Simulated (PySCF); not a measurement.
Excitations are Tamm–Dancoff values on a coarser integration grid. The basis has no diffuse functions, so Rydberg states are missing or too high.

Z-matrix (Å, degrees):
```
C
C 1 1.3521
H 2 1.0905 1 121.90
C 1 1.4866 2 117.41 3 179.49
C 4 1.3523 1 116.34 2 -0.02
H 5 1.0914 4 122.21 1 -179.43
H 4 1.0945 5 124.06 6 0.49
C 1 1.5056 2 124.12 3 -0.53
F 8 1.3385 1 112.57 2 -0.03
F 8 1.3465 9 107.77 1 122.49
F 8 1.3469 9 107.74 10 115.02
Si 5 1.8767 6 130.44 4 -175.65
H 12 1.4839 5 118.49 6 -56.96
C 12 1.9417 13 109.89 2 124.47
O 14 1.2071 12 123.30 13 1.90
H 14 1.1275 15 120.64 12 -179.55
```
Charge 0, multiplicity 1.

Q: What is the computed total energy, dipole moment, S1 excitation (TDA), S1 oscillator strength, LUMO, HOMO–LUMO gap, HOMO and T1 excitation (TDA) (PBE-D3(BJ)/def2-TZVP // B3LYP-D3(BJ)/def2-SVP (PySCF))?

A: 
```
Property                      Result
----------------------  ------------
total energy            -895.3307 Ha
dipole moment              0.245 e·Å
S1 excitation (TDA)          3.02 eV
S1 oscillator strength         0.060
LUMO                        -3.25 eV
HOMO–LUMO gap                2.62 eV
HOMO                        -5.87 eV
T1 excitation (TDA)          2.42 eV
```
